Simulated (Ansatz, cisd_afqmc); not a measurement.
System: SbH2Cl, charge 0, singlet. SbH2Cl (SMILES [SbH2][Cl]).
B3LYP-D3(BJ)/def2-TZVP minimum from Ansatz (a quantum-chemistry and plane-wave program):
```
Sb
H 1 1.7186
H 1 1.7186 2 90.28
Cl 1 2.3836 2 94.46 3 -94.49
```
Charge 0, spin multiplicity 1.

Total energies in def2-SVP, 14 correlated electrons, 14 frozen orbitals. UHF or UKS for unpaired electrons; spin-orbit terms are left out. Cores are frozen in correlated methods (noble-gas shells, and filled d and f shells in the p block). Past Kr the def2 sets carry scalar-relativistic core potentials. AFQMC is phaseless with a CISD trial state; ± is one standard error, without the phaseless bias. Outlying blocks are dropped, and bars are widened where a walk drifts. Over all cases where full CI ran beside it in this data, AFQMC minus full CI had a median of +0.1 mEh and passed +0.4 mEh in a tenth of the cases. Spin-orbit terms, left out, reach several kcal/mol for Br and I, and more for heavier atoms.

```json
[
 {"method": "HF", "program": "Ansatz", "energy (Eh)": "-699.78568", "minus CCSDTQ (mEh)": "269.84"},
 {"method": "MP2", "program": "Ansatz", "energy (Eh)": "-700.01515", "minus CCSDTQ (mEh)": "40.37"},
 {"method": "CCSD", "program": "Ansatz", "energy (Eh)": "-700.04852", "minus CCSDTQ (mEh)": "7.01"},
 {"method": "CCSD(T)", "program": "Ansatz", "energy (Eh)": "-700.05431", "minus CCSDTQ (mEh)": "1.21"},
 {"method": "CCSDT(Q)", "program": "Ansatz", "energy (Eh)": "-700.05552", "minus CCSDTQ (mEh)": "0.01"},
 {"method": "CCSDTQ", "program": "Ansatz", "energy (Eh)": "-700.05553", "minus CCSDTQ (mEh)": "0.00"},
 {"method": "AFQMC/CISD", "program": "cisd_afqmc", "energy (Eh)": "-700.0557 ± 0.0003", "minus CCSDTQ (mEh)": "-0.2 ± 0.3"}
]
```

Rough core times of Ansatz's runs on a shared machine: CCSD(T) under 20 s, CCSDT(Q) 30 s, CCSDTQ 30 min.
